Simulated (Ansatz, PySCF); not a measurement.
Molecule: sum formula SiHCl$_{2}$ (charge -1, singlet). It need not be the lowest isomer of its formula. Whether it binds its extra electron was not tested at this geometry. 
Coordinates optimised at B3LYP-D3(BJ)/def2-TZVP (Ansatz, a first-principles code):
```
Si
H 1 1.5349
Cl 1 2.2465 2 93.01
Cl 1 2.2465 2 93.01 3 100.17
```
Charge -1, spin multiplicity 1.

Total electronic energies in hartree. Correlated levels leave the core frozen unless marked. Spin-orbit coupling is left out. Non-relativistic unless marked X2C. CBS marks a two-point X^-3 extrapolation of the correlation energy; Hartree-Fock from the larger set. The bracket is a focal-point correction in the basis named.

```
level                                                                             program  energy (Eh)
-------------------------------------------------------------------------  --------------  -----------
PBE-D3(BJ)/def2-TZVPD                                                      Ansatz + dftd3  -1210.14465
BLYP-D3(BJ)/def2-TZVPD                                                     Ansatz + dftd3            …
revPBE-D4/def2-TZVPD                                                       Ansatz + dftd4            …
TPSS-D4/def2-TZVPD                                                          PySCF + dftd4  -1210.73554
TPSSh-D3(BJ)/def2-TZVPD                                                     PySCF + dftd3  -1210.71599
wB97M-V/def2-TZVPD                                                                 Ansatz  -1210.60155
B2GP-PLYP-D4/def2-TZVPD                                                    Ansatz + dftd4  -1210.14857
SCS-MP2/cc-pV(T+d)Z                                                                Ansatz  -1209.17972
CCSD(T)/STO-3G                                                                     Ansatz  -1195.40764
CCSD(T)/cc-pV(D+d)Z                                                                Ansatz  -1209.05749
CCSD(T)/cc-pVDZ                                                                     PySCF  -1209.04173
X2C-CCSD(T)/cc-pVTZ-DK                                                             Ansatz  -1212.66705
CCSD(T) with core electrons (1s frozen past Ne)/cc-pwCVTZ                          Ansatz  -1210.06706
RI-MP2/CBS(aug-cc-pV(T+d)Z,aug-cc-pV(Q+d)Z)+[CCSD(T)-MP2]/aug-cc-pV(D+d)Z          Ansatz   -1209.3422
RI-MP2/CBS(aug-cc-pV(T+d)Z,aug-cc-pV(Q+d)Z)+[CCSD(T)-MP2]/aug-cc-pV(T+d)Z          Ansatz   -1209.3567
```

### Question
Some entries are withheld; supply them.

### Answer

- BLYP-D3(BJ)/def2-TZVPD, energy (Eh): -1210.66791
- revPBE-D4/def2-TZVPD, energy (Eh): -1210.44892
